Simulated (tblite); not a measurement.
Record of a relaxation.

C4H15NOSi3.
Numbering: `[CH3:1][NH:2][SiH2:3][C:4](=[O:5])[SiH2:6][C@H:7]([CH3:8])[SiH3:9]` (hydrogens: H10, H11, H12 on C1; H13 on N2; H14, H15 on Si3; H16, H17 on Si6; H18 on C7; H19, H20, H21 on C8; H22, H23, H24 on Si9)

Computed with GFN2-xTB (tblite), gas phase: L-BFGS steps from a force-field or distance-geometry start until the largest atomic force falls under 0.01 eV/Å. 6 of its 284 geometries are shown.

Step 0: E = -770.4067 eV, largest atomic force 2.600 eV/Å
```
atom  x, y, z in Å  |  force x, y, z in eV/Å
C1     -3.940    0.551    0.192   -0.908   1.466   0.057
N2     -2.841    0.098   -0.630   -0.289  -1.969  -0.717
Si3    -2.116   -1.435   -0.070   -2.223   0.207  -1.333
C4     -0.485   -1.244    0.719    0.702  -1.786   1.662
O5     -0.102   -2.185    1.431   -0.202   0.488  -0.473
Si6     0.587    0.213    0.547    1.281   1.861   0.521
C7      2.139   -0.107   -0.454   -0.025  -0.773  -0.658
C8      3.357   -0.400    0.406    0.713  -1.111  -0.197
Si9     2.515    1.478   -1.366   -0.610   1.314  -0.442
H10    -4.859    0.740   -0.432    0.715  -0.362   0.687
H11    -3.646    1.554    0.575   -0.266  -0.508   0.177
H12    -4.199   -0.115    1.036    0.094   0.415  -0.439
H13    -3.247   -0.047   -1.577    0.810   0.227   0.764
H14    -2.968   -2.153    0.889    0.026   0.042  -0.057
H15    -1.926   -2.278   -1.247    0.063  -0.074  -0.123
H16     1.056    0.638    1.891   -0.239  -0.111  -0.166
H17    -0.094    1.327   -0.086   -0.452   0.136  -0.003
H18     1.973   -0.939   -1.195    0.233   0.639   0.645
H19     3.510   -1.509    0.453   -0.092   0.894   0.434
H20     3.294    0.041    1.413    0.070  -0.334  -0.514
H21     4.246    0.002   -0.108   -0.073  -0.182   0.461
H22     3.800    1.429   -2.047    0.123  -0.051  -0.127
H23     2.538    2.582   -0.359    0.098  -0.339  -0.350
H24     1.396    1.779   -2.306    0.449  -0.089   0.192
```

Step 57: E = -771.3596 eV, largest atomic force 0.078 eV/Å
```
atom  x, y, z in Å  |  force x, y, z in eV/Å
C1     -3.805    0.542    0.227    0.000  -0.002  -0.029
N2     -3.031   -0.314   -0.639    0.005  -0.009  -0.004
Si3    -2.131   -1.690   -0.153    0.026  -0.009   0.000
C4     -0.458   -1.321    0.762    0.017   0.012   0.002
O5      0.061   -2.215    1.411    0.022   0.046   0.014
Si6     0.473    0.376    0.627   -0.037  -0.022   0.034
C7      2.017    0.088   -0.457    0.025   0.006   0.008
C8      3.166   -0.459    0.395    0.061  -0.023   0.034
Si9     2.579    1.639   -1.406   -0.009   0.062  -0.047
H10    -4.733    0.831   -0.273   -0.014   0.038   0.016
H11    -3.261    1.452    0.506   -0.014  -0.031   0.026
H12    -4.061   -0.003    1.134    0.036   0.025  -0.025
H13    -2.799    0.142   -1.507   -0.024  -0.011   0.003
H14    -2.963   -2.461    0.766   -0.015  -0.015   0.019
H15    -1.802   -2.393   -1.392    0.023   0.002  -0.022
H16     0.867    0.805    1.972   -0.028   0.012  -0.026
H17    -0.457    1.342    0.025    0.023  -0.008   0.011
H18     1.759   -0.677   -1.198    0.012  -0.007  -0.012
H19     2.852   -1.321    0.982   -0.005   0.013  -0.027
H20     3.528    0.306    1.081   -0.034  -0.041   0.029
H21     4.009   -0.763   -0.227   -0.052  -0.004  -0.017
H22     3.826    1.361   -2.130   -0.035  -0.005   0.017
H23     2.813    2.737   -0.460   -0.015  -0.043  -0.039
H24     1.538    2.015   -2.369    0.033   0.011   0.034
```

Step 113: E = -771.4089 eV, largest atomic force 0.094 eV/Å
```
atom  x, y, z in Å  |  force x, y, z in eV/Å
C1     -3.612    0.437    0.293    0.004  -0.004  -0.006
N2     -3.033   -0.496   -0.648    0.001   0.031   0.022
Si3    -1.953   -1.754   -0.191    0.001   0.007   0.026
C4     -0.527   -1.088    0.940    0.013  -0.055   0.070
O5     -0.146   -1.744    1.897   -0.027   0.067  -0.060
Si6     0.359    0.589    0.562    0.030  -0.002  -0.019
C7      1.866    0.155   -0.522    0.023  -0.011   0.000
C8      2.901   -0.613    0.301   -0.001   0.004   0.005
Si9     2.655    1.680   -1.347   -0.018   0.001   0.001
H10    -4.536    0.850   -0.115   -0.005  -0.004   0.019
H11    -2.934    1.265    0.536   -0.032  -0.011  -0.024
H12    -3.845   -0.087    1.218    0.001  -0.015  -0.021
H13    -2.955   -0.095   -1.569    0.005  -0.011   0.001
H14    -2.703   -2.744    0.582    0.020   0.001  -0.013
H15    -1.357   -2.257   -1.427   -0.019   0.005  -0.013
H16     0.757    1.207    1.829   -0.014  -0.002  -0.052
H17    -0.555    1.448   -0.199   -0.023   0.016   0.031
H18     1.523   -0.515   -1.320   -0.030   0.042  -0.013
H19     2.462   -1.508    0.740    0.024  -0.017   0.023
H20     3.281    0.007    1.111    0.021  -0.017   0.012
H21     3.748   -0.916   -0.315   -0.005  -0.019   0.001
H22     3.809    1.254   -2.142    0.030  -0.008  -0.015
H23     3.096    2.611   -0.308    0.005   0.019  -0.005
H24     1.688    2.336   -2.231   -0.003  -0.016   0.032
```

Step 170: E = -771.4456 eV, largest atomic force 0.082 eV/Å
```
atom  x, y, z in Å  |  force x, y, z in eV/Å
C1     -3.799    0.144    0.332   -0.040   0.009  -0.026
N2     -3.009   -0.633   -0.594   -0.017   0.047  -0.036
Si3    -1.659   -1.609   -0.196    0.003  -0.017  -0.019
C4     -0.603   -0.618    1.088   -0.011  -0.032   0.035
O5     -0.620   -0.963    2.258    0.015   0.029  -0.011
Si6     0.439    0.919    0.559    0.009   0.024  -0.012
C7      1.815    0.261   -0.584    0.002  -0.015   0.009
C8      2.621   -0.836    0.118   -0.021   0.013   0.002
Si9     2.960    1.632   -1.246   -0.003  -0.019   0.012
H10    -4.863    0.044    0.103    0.006  -0.003   0.017
H11    -3.537    1.208    0.291   -0.007  -0.024   0.026
H12    -3.634   -0.213    1.347    0.051   0.022  -0.061
H13    -3.240   -0.446   -1.556    0.001  -0.003   0.049
H14    -2.062   -2.873    0.425    0.007  -0.015   0.032
H15    -0.905   -1.787   -1.435    0.012  -0.011  -0.021
H16     0.985    1.566    1.753   -0.008  -0.012  -0.001
H17    -0.449    1.831   -0.175    0.000  -0.009   0.004
H18     1.324   -0.195   -1.452   -0.004   0.011   0.021
H19     1.964   -1.635    0.464    0.037  -0.021  -0.003
H20     3.146   -0.437    0.984   -0.014  -0.009  -0.017
H21     3.362   -1.270   -0.553   -0.017   0.001   0.010
H22     3.963    1.033   -2.135   -0.016   0.028   0.026
H23     3.630    2.299   -0.127    0.005  -0.009  -0.031
H24     2.156    2.598   -1.994    0.012   0.014  -0.008
```

Step 226: E = -771.4932 eV, largest atomic force 0.045 eV/Å
```
atom  x, y, z in Å  |  force x, y, z in eV/Å
C1     -3.743    0.129    0.296    0.024  -0.001   0.038
N2     -2.866   -0.507   -0.662   -0.005  -0.035  -0.025
Si3    -1.578   -1.555   -0.215   -0.012  -0.034   0.007
C4     -0.619   -0.527    1.112    0.001   0.014  -0.008
O5     -0.680   -0.864    2.282    0.002  -0.005  -0.005
Si6     0.439    1.007    0.612   -0.005  -0.007  -0.009
C7      1.756    0.317   -0.582    0.000   0.002   0.009
C8      2.461   -0.895    0.031    0.002   0.001   0.013
Si9     3.024    1.608   -1.168   -0.016   0.016   0.006
H10    -4.556   -0.526    0.627   -0.021  -0.010  -0.020
H11    -4.180    1.027   -0.142   -0.003   0.028   0.015
H12    -3.163    0.410    1.173    0.008   0.024   0.000
H13    -3.360   -0.716   -1.517    0.011  -0.016  -0.019
H14    -1.916   -2.846    0.399   -0.014   0.009   0.005
H15    -0.806   -1.736   -1.444   -0.003   0.014   0.010
H16     1.020    1.576    1.831    0.006   0.000  -0.024
H17    -0.435    1.966   -0.070    0.011   0.000   0.009
H18     1.222   -0.026   -1.475   -0.016  -0.009   0.020
H19     1.741   -1.665    0.312    0.020  -0.010  -0.004
H20     3.015   -0.612    0.924   -0.020   0.004  -0.002
H21     3.169   -1.333   -0.672   -0.004  -0.020  -0.012
H22     3.936    0.967   -2.122    0.018   0.023   0.008
H23     3.787    2.112   -0.025    0.003   0.002  -0.022
H24     2.321    2.707   -1.830    0.014   0.008   0.008
```

Step 283: E = -771.5023 eV, largest atomic force 0.010 eV/Å
```
atom  x, y, z in Å  |  force x, y, z in eV/Å
C1     -3.596    0.284    0.258    0.006   0.000  -0.005
N2     -2.838   -0.526   -0.670    0.005  -0.003   0.005
Si3    -1.667   -1.683   -0.173   -0.003  -0.005   0.002
C4     -0.607   -0.693    1.102   -0.004  -0.004   0.003
O5     -0.535   -1.087    2.253    0.005   0.001   0.006
Si6     0.368    0.891    0.585    0.005   0.006   0.006
C7      1.743    0.282   -0.586    0.001  -0.003  -0.001
C8      2.539   -0.859    0.053    0.002   0.000  -0.001
Si9     2.902    1.677   -1.167   -0.006   0.007  -0.002
H10    -4.511   -0.211    0.600   -0.002   0.000  -0.006
H11    -3.871    1.231   -0.211   -0.002  -0.002  -0.001
H12    -2.978    0.494    1.129   -0.003   0.003  -0.002
H13    -3.367   -0.717   -1.508   -0.002  -0.001  -0.003
H14    -2.143   -2.901    0.495   -0.002   0.005   0.003
H15    -0.904   -1.994   -1.382    0.000   0.007  -0.003
H16     0.913    1.502    1.799    0.000   0.002   0.003
H17    -0.544    1.802   -0.110    0.003  -0.001   0.002
H18     1.246   -0.118   -1.476   -0.002  -0.001  -0.004
H19     1.886   -1.689    0.327    0.003   0.002  -0.003
H20     3.043   -0.520    0.956    0.002   0.000  -0.002
H21     3.298   -1.239   -0.631   -0.004  -0.003  -0.001
H22     3.885    1.127   -2.106    0.003  -0.002  -0.001
H23     3.608    2.254   -0.023   -0.002  -0.004   0.003
H24     2.118    2.714   -1.838   -0.004  -0.001   0.001
```

**Question.** Summarise the path.

**Answer.** The energy falls by 25.27 kcal/mol from step 0 to step 283; nine tenths of that is first reached at step 91. It rises by more than 0.2 meV at steps 17, 40, 118 and 196. The largest force goes from 2.600 to 0.010 eV/Å. Among the bonds C4–Si6 changes most, from 1.818 to 1.930 Å; the atoms move by 1.015 Å rms after alignment.

What follows is the cost of the whole relaxation. On one thread of an AMD EPYC, shared host, this took 17 s wall, 13 s CPU.
